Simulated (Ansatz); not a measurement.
Species: CH₄BO₃, net charge 0, doublet state. It need not be the lowest isomer of its formula. SMILES: OB(OC)[O]
Structure (B3LYP-D3(BJ)/def2-TZVP (Ansatz, a quantum-chemistry and plane-wave program) minimum search):
```xyz
9

C     -1.6129     0.8370     0.4564
O     -0.8530    -0.3606     0.2881
B      0.4343    -0.3084    -0.1181
O      1.1457    -1.4737    -0.2730
O      1.0782     0.8751    -0.3885
H     -1.1594     1.4840     1.2090
H     -1.6895     1.3855    -0.4838
H     -2.6063     0.5393     0.7848
H      1.9942     0.7843    -0.6701
```
Charge 0, spin multiplicity 2.

Quantity: atomisation energy (electronic, to ground-state atoms), in eV. Cores are frozen in the correlated levels unless marked. Open shells are spin-unrestricted. Spin-orbit coupling is left out. No relativistic terms. The coupled-cluster limit lacks core correlation, which all-electron functionals hold. Basis-set limits of correlation are two-point, X^-3; Hartree-Fock from the larger set.

```tsv
level	program	atomisation energy (eV)
HF/6-31G*	Ansatz	27.81
B97M-V/def2-TZVPD	Ansatz	38.63
CAM-B3LYP-D4/def2-TZVPD	Ansatz + dftd4	38.86
wB97X-V/def2-TZVPD	Ansatz	38.53
MP2/CBS(cc-pVTZ,cc-pVQZ)	Ansatz	39.54
CCSD/CBS(cc-pVTZ,cc-pVQZ)	Ansatz	37.81
CCSD(T)/6-31G*	Ansatz	35.28
CCSD(T)/cc-pVDZ	Ansatz	35.38
CCSD(T)/cc-pwCVTZ	Ansatz	37.56
CCSD(T)/CBS(cc-pVTZ,cc-pVQZ)	Ansatz	38.48
```
